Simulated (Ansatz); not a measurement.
Consider the formal exchange of groups at the Sn–Al bond: `C[BH][SnH2][AlH2]` + `[GaH3]` → `C[BH][SnH2][GaH2]` + `[AlH3]`.

Calculated with Ansatz (gas phase, PBE0-D4/def2-TZVP geometries, no zero-point term in ΔE). CCSD(T)/CBS adds triple-zeta CCSD(T) − MP2 to the extrapolated MP2 energy (def2 sets, frozen cores). This one scheme is used for every species. Functionals use def2-TZVPP. B3LYP here is the variant with VWN-RPA as its local correlation; programs differ in this. Elements past krypton have def2 core potentials. For Ga, Sn outer-core shells are correlated without core-valence functions, which leaves a few kJ/mol of doubt a bond. Scalar relativity is left out up to krypton. Each species was taken in one conformer, which may not be the lowest.

Question: Is it downhill or uphill in electronic energy at CCSD(T)/CBS, and by how much? (An estimate is asked.)

Answer: Ansatz gave: Downhill: ΔE = -3.2 kcal/mol.

Question: What do these levels give: revPBE-D4, r2SCAN0-D4, PBE0, B3LYP, CAM-B3LYP, CCSD(T)/def2-SVP? (Estimate.)

Answer: Ansatz gave: revPBE-D4 -2.4, r2SCAN0-D4 -2.3, PBE0 -1.9, B3LYP -3.1, CAM-B3LYP -2.8, CCSD(T)/def2-SVP -2.8 kcal/mol.

Largest T1 diagnostic among the species: 0.014.

Leaving LDA and LC-ωPBE aside and taking each functional with its dispersion term where it has one, the values, not all of them listed here, spread over 1.7 kcal/mol, from BLYP-D4 to r2SCAN-D4.
